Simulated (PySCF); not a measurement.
B(H2O)F3.
Structure used (PBE0-D3(BJ)/def2-SVP), in Å, numbered top down from 1:
```
atom  x, y, z in Å
B1     0.182   -0.079   -0.718
O2     0.006   -0.127    1.027
H3    -0.912   -0.366    1.222
H4     0.140    0.765    1.379
F5     1.514   -0.033   -0.856
F6    -0.483    1.063   -1.011
F7    -0.447   -1.224   -1.043
```

The calculation used TDDFT CAM-B3LYP/def2-SVPD, vertical, gas phase, core orbitals frozen in the response (PySCF).

Computed states:

| state | E (eV) | f |
| --- | --- | --- |
| S1 | 9.08 | 0.045 |
| S2 | 9.50 | 0.0004 |
| S3 | 10.08 | 0.035 |
| S4 | 10.25 | 0.0054 |
| S5 | 10.71 | 0.050 |
| S6 | 10.75 | 0.019 |
| S7 | 10.86 | 0.013 |
| S8 | 11.02 | 0.060 |
| S9 | 11.37 | 0.0001 |
| S10 | 11.50 | 0.0001 |

Broadening: Gaussians 0.4 eV wide at half height, area fixed by f = 4.319×10⁻⁹ ∫ε dν̃. The cross-section is σ = 3.8235×10⁻²¹ ε cm², given in Mb (10⁻¹⁸ cm²). The width is an assumption, not a result. The curve ends short of the highest state used, and states not computed would add to its high-energy end.

Q: Give the broadened spectrum and its maxima.

A: 
| E (eV) | σ (Mb) |
| --- | --- |
| 8.48 | 0.02 |
| 8.58 | 0.16 |
| 8.69 | 0.85 |
| 8.79 | 2.74 |
| 8.90 | 6.66 |
| 9.00 | 10.38 |
| 9.11 | 11.33 |
| 9.22 | 8.15 |
| 9.32 | 4.24 |
| 9.43 | 1.45 |
| 9.53 | 0.49 |
| 9.64 | 0.45 |
| 9.74 | 1.29 |
| 9.85 | 3.72 |
| 9.95 | 7.01 |
| 10.06 | 9.64 |
| 10.16 | 9.26 |
| 10.27 | 6.69 |
| 10.38 | 5.42 |
| 10.48 | 8.06 |
| 10.59 | 14.99 |
| 10.69 | 21.63 |
| 10.80 | 25.43 |
| 10.90 | 25.29 |

Maxima: 137 nm (9.08 eV), ε about 3000, made up of S1 (100%); 123 nm (10.10 eV), ε about 2600, made up of S3 (90%); 114 nm (10.84 eV), ε about 6700, made up of S5 (36%), S6 (16%), S7 (13%) and S8 (35%) (ε in L mol⁻¹ cm⁻¹; maxima over ε = 5, shares over 10%).

Q: Coming from long wavelengths, where does ε first pass 100 L mol⁻¹ cm⁻¹?

A: At about 144 nm (8.63 eV), 0.44 eV below S1.

Q: What would ε be at 10.84 eV, the highest of these maxima, with half the width (0.2 eV)?

A: About 5970 L mol⁻¹ cm⁻¹ against 6730, a factor of about 0.9; a lone state at its own centre would give exactly 2.
